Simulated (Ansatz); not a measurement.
Relaxation of AlFH2O2 (6 atoms, charge 0, multiplicity 1), to a largest force component of 0.02 eV/Å in at most 40 steps.

These are results of RKS PBE0/cc-pVDZ in Ansatz, not measurements.

```xyz
6
Properties=species:S:1:pos:R:3
Al 0.000 0.000 0.000
F 0.000 0.000 1.690
O 1.542 0.000 -0.890
H 1.841 -0.952 -1.045
O -1.542 0.000 -0.890
H -2.051 -0.847 -0.681
```

Task: Where does it end, and by what steps?

Result: The run converged. After 8 steps the energy has fallen by 0.519 eV; H4 moved furthest, 0.60 Å.

```
step  energy less start (eV)  largest force component (eV/Å)  accepted
   0                  0.0000                           1.918       yes
   1                 -0.1115                           1.928       yes
   2                 -0.1776                           1.616       yes
   3                 -0.3329                           1.004       yes
   4                 -0.4249                           0.257       yes
   5                 -0.4889                           0.329       yes
   6                 -0.5172                           0.099       yes
   7                 -0.5185                           0.024       yes
   8                 -0.5186                           0.008       yes
```

```xyz
6
Properties=species:S:1:pos:R:3
Al 0.044 -0.210 0.060
F -0.164 0.174 1.686
O 1.645 -0.308 -0.546
H 1.782 -0.528 -1.473
O -1.313 -0.494 -0.952
H -2.204 -0.433 -0.592
```

Whether the end is a true minimum wasn't checked by a vibrational analysis.

Run time: 14 s on 1 thread of Intel(R) Xeon(R) 6975P-C (Granite Rapids), with other jobs on the host, peak memory 0.14 GiB.
